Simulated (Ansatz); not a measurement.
Wavefunction ladder for `C=C[SiH2][SiH2]S`

```xyz
13

C     0.0417    0.5627    2.1420
C     0.5698   -0.3132    1.2894
Si    1.1653    0.1473   -0.4144
Si   -0.5025   -0.5070   -1.9229
S    -2.3465    0.3469   -1.2365
H    -0.0275    1.6208    1.9055
H    -0.3354    0.2642    3.1164
H     0.6113   -1.3599    1.5881
H     2.4588   -0.5243   -0.7222
H     1.3359    1.6231   -0.4925
H    -0.5864   -1.9915   -2.0204
H    -0.2996    0.0329   -3.2926
H    -2.0847    0.0980    0.0600
```

The species carries charge 0 and has multiplicity 1. Geometry: relaxed with PBE0-D4/def2-TZVP. It is one conformer, not always the lowest. Frozen core, restricted reference, the Gaussian-basis code of Ansatz. CBS rows extrapolate triple and quadruple zeta; past MP2 they add the triple-zeta difference.

| basis | HF (Eh) | MP2 corr. |
| --- | --- | --- |
| def2-TZVPP | -1055.85967 | -0.75200 |
| def2-QZVPP | -1055.89224 | -0.80731 |

(1) Estimate the CCSD correlation energy and the (T) correction in each basis where they were run (hartree).

## Answers

(1) 
| basis | CCSD corr. | (T) |
| --- | --- | --- |
| def2-TZVPP | -0.82418 | -0.03648 |
| CBS(def2) | -0.92047 | as TZ |
